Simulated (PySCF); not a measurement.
## Exact mass, isotope pattern and composition

Species: `[BH2][GeH2][B](F)F`.

Calculated for natural abundance.

**Question.** What are the average molar mass and the monoisotopic mass?

**Answer.** For B2F2GeH4, with standard atomic weights, 2 × 10.810 + 1 × 72.630 + 2 × 18.998 + 4 × 1.008 = 136.278 g/mol. From the most abundant isotopes (11B, 74Ge, 19F, 1H), 2 × 11.009305 + 1 × 73.921178 + 2 × 18.998403 + 4 × 1.007825 = 137.9679 u.

**Question.** Give the isotope pattern of the molecular ion M+•, merging species of the same nominal mass.

**Answer.** 
```csv
nominal mass,m/z (centroid),relative intensity
132,131.9777,3.5
133,132.9740,28.2
134,133.9708,61.3
135,134.9720,38.5
136,135.9692,91.5
137,136.9706,70.1
138,137.9674,100.0
139,138.9712,10.3
140,139.9676,20.7
```

Cut off at 0.1 %. One electron mass, 0.00055 u, is taken off. Abundances used (%; other tables differ somewhat): 10B 19.9, 11B 80.1; 70Ge 20.84, 72Ge 27.54, 73Ge 7.73, 74Ge 36.28, 76Ge 7.61; 1H 99.9885, 2H 0.0115.

**Question.** What share of all molecules is the monoisotopic species?

**Answer.** 0.801^2 × 0.3628 × 1^2 × 0.999885^4 = 23.27 %.

**Question.** Resolve the fine structure: one atom at a time replaced by a minor isotope.

**Answer.** Intensity in % of the monoisotopic species:

```json
{"isotope": "70Ge", "mass shift (u)": "-3.99693", "m/z": "133.9704", "intensity (%)": "57.44"}
{"isotope": "72Ge", "mass shift (u)": "-1.99910", "m/z": "135.9682", "intensity (%)": "75.91"}
{"isotope": "73Ge", "mass shift (u)": "-0.99772", "m/z": "136.9696", "intensity (%)": "21.31"}
{"isotope": "10B", "mass shift (u)": "-0.99637", "m/z": "136.9710", "intensity (%)": "49.69"}
{"isotope": "2H", "mass shift (u)": "+1.00628", "m/z": "138.9736", "intensity (%)": "0.05"}
{"isotope": "76Ge", "mass shift (u)": "+2.00022", "m/z": "139.9676", "intensity (%)": "20.98"}
```

Species under 0.02 % are left out.

**Question.** What is the composition by mass?

**Answer.** B 15.86 %, Ge 53.30 %, F 27.88 %, H 2.96 %.
